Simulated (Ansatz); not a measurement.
Relaxation of C₂H₄AlF (8 atoms, charge 0, multiplicity 1), to a largest force component of 0.02 eV/Å in at most 50 steps.

Level of theory: Ansatz 0.2.0, UKS r2SCANh/def2-SVP.

```xyz
8
Properties=species:S:1:pos:R:3
F -0.457 2.542 0.234
C -0.162 1.359 -0.254
C -0.256 0.296 0.530
Al 0.344 -1.493 -0.106
H 0.172 1.262 -1.301
H -0.554 0.418 1.570
H 0.788 -1.700 -1.605
H 0.217 -2.741 0.875
```

Task: Where does it end, and by what steps?

Result: It converged. After 7 steps the energy has fallen by 0.172 eV; F1 moved furthest, 0.10 Å.

| step | energy less start (eV) | largest force component (eV/Å) | accepted |
| --- | --- | --- | --- |
| 0 | 0.0000 | 2.236 | yes |
| 1 | -0.1208 | 0.736 | yes |
| 2 | -0.1208 | 0.959 | no |
| 3 | -0.1664 | 0.254 | yes |
| 4 | -0.1677 | 0.270 | yes |
| 5 | -0.1717 | 0.059 | yes |
| 6 | -0.1719 | 0.038 | yes |
| 7 | -0.1722 | 0.016 | yes |

```xyz
8
Properties=species:S:1:pos:R:3
F -0.474 2.538 0.140
C -0.144 1.305 -0.240
C -0.209 0.241 0.567
Al 0.295 -1.506 -0.085
H 0.180 1.297 -1.288
H -0.559 0.451 1.586
H 0.774 -1.607 -1.596
H 0.229 -2.776 0.860
```

Time of the run: 26 s on 2 threads of Intel(R) Xeon(R) Platinum 8259CL CPU @ 2.50GHz (Skylake/Cascade Lake), with other jobs on the host, peak memory 0.27 GiB.
